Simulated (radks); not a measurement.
Results of a calculation; reference values are marked as such.
Exchange energies: the exact (Fock) value of the Kohn-Sham orbitals and density-functional approximations, as 100 (|E| - |E exact|)/|E exact|, negative where the magnitude is too small. Species: I2+ [Kr] 4d10 5s2 5p3; Te41+ [Ne] 3s1; As [Ar] 3d10 4s2 4p3; N3+ [He] 2s2; As4+ [Ar] 3d10 4s1. Code: a radial shooting solver on a logarithmic mesh with Libxc functionals. Model: non-relativistic Kohn-Sham, exchange-only B88, spin-polarised, spherical densities, point nucleus. Every spin shell is full or empty, so the densities are truly spherical. Functionals are evaluated on that one density, not self-consistently.

functional            I2+     Te41+        As       N3+      As4+
exact (hartree)  -173.355  -88.1471  -81.3525  -5.12586  -80.1703
LDA                 -4.76     -7.86     -5.61    -12.75     -5.70
B88                 +0.01     -0.20     +0.20     -0.14     +0.16
PBEsol              -2.23     -3.58     -2.47     -5.24     -2.53
revPBE              -0.30     -0.36     -0.08     +0.27     -0.12
PW91                -0.02     -0.39     +0.15     -0.61     +0.10
PW86                -0.23     +0.07     +0.23     +0.75     +0.17
B86b                -0.02     -0.20     +0.21     -0.08     +0.16
EV93                -0.34     +0.81     +0.21     +4.58     +0.23
APBE                +0.29     +0.26     +0.59     +0.63     +0.53
revTPSS             -0.93     -0.83     -0.66     +0.30     -0.69
SCAN                +0.15     +0.20     +0.34     -0.34     +0.29
r2SCAN              -0.12     -0.12     +0.08     -0.42     +0.04
Tao-Mo              -0.83     -0.56     -0.51     +0.68     -0.56
TASK                -2.21     -2.66     -2.44     -2.87     -2.42
MVS                 +0.06     -0.41     +0.12     -0.59     +0.08
